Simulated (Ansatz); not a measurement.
`O[SiH](F)O[SiH2]F` + CH₃OH → `CO[SiH](F)O[SiH2]F` + H₂O  (ligand exchange at the Si–O bond)

Isolated molecules relaxed with PBE0-D4/def2-TZVP in Ansatz; ΔE leaves out vibrations. CCSD(T)/CBS is the MP2 limit (def2-TZVPP, def2-QZVPP) plus CCSD(T) − MP2 in def2-TZVPP, frozen cores. This one scheme is used for every species. Functionals use def2-TZVPP. Each species was taken in one conformer, which may not be the lowest.

Q: Is it downhill or uphill in electronic energy at CCSD(T)/CBS, and by how much? (An estimate is asked.)

A: Ansatz gave: Downhill: ΔE = -0.04 eV.

Q: What do these levels give: ωB97X-V, PBE, HF/def2-QZVPP, SCS-MP2/def2-QZVPP, MP2/CBS(def2), CCSD/CBS(def2)? (Estimate.)

A: Ansatz gave: ωB97X-V -0.01, PBE 0.04, HF/def2-QZVPP 0.04, SCS-MP2/def2-QZVPP -0.02, MP2/CBS(def2) -0.04, CCSD/CBS(def2) -0.03 eV.

Largest T1 diagnostic among the species: 0.012.

In def2-TZVPP, CCSD(T) changes the Hartree–Fock value by −0.07 eV (the triples alone add −0.01 eV) and MP2 by −0.07 eV. The D4 term adds −0.08 eV with B3LYP and −0.05 eV with PBE0; it sums over pairs of atoms, weighted by their polarisabilities, and B3LYP, whose exchange is more repulsive, gets the larger term.

B3LYP here is the variant with VWN-RPA as its local correlation; programs differ in this.
